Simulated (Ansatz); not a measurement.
Consider the atomization: `C[O][Ge][S]C` → 2 C• + Ge• + 6 H• + O• + S•.

Calculated with Ansatz (gas phase, PBE0-D4/def2-TZVP geometries, no zero-point term in ΔE). CCSD(T)/CBS is the MP2 limit (def2-TZVPP, def2-QZVPP) plus CCSD(T) − MP2 in def2-TZVPP, frozen cores. This one scheme is used for every species, atoms too. DFT in def2-TZVPP. Open shells (•) are unrestricted, without spin–orbit coupling. Spin–orbit coupling would lower the free atoms: a little for C, O, S; clearly for Ge. For Ge outer-core shells are correlated without core-valence functions, so the limit isn't a true one: a few kJ/mol of doubt a bond, and 10 to 20 or more in all where bonds break to atoms. Scalar relativity is left out up to krypton. One conformer a species, not always the lowest.

| level | ΔE (eV) |
| --- | --- |
| BLYP | 40.83 |
| CCSD/def2-SVP | 38.24 |

**Question.** What does CCSD(T)/CBS give? (Estimate.)

**Answer.** Ansatz gave: +41.35 eV. The listed levels differ from it by -0.52, -3.11 eV.

Largest T1 diagnostic among the species: 0.015.

From r2SCAN to r2SCAN0 (25 % exact exchange), in def2-TZVPP and without D4, ΔE moves by −0.81 eV: exact exchange takes away binding that semilocal exchange gives to molecules. At CCSD(T), def2-SVP lies −2.60 eV from the extrapolated value and def2-TZVPP −1.15 eV: correlation converges slowly with the basis, and small sets miss more of it in the bonded molecule than in its fragments.

For atomizations the MP2-based limit and the directly extrapolated one differ by several kJ/mol either way, and by 10 to 25 for some Ge, Se and Sn compounds, so smaller differences from it don't rank the levels.
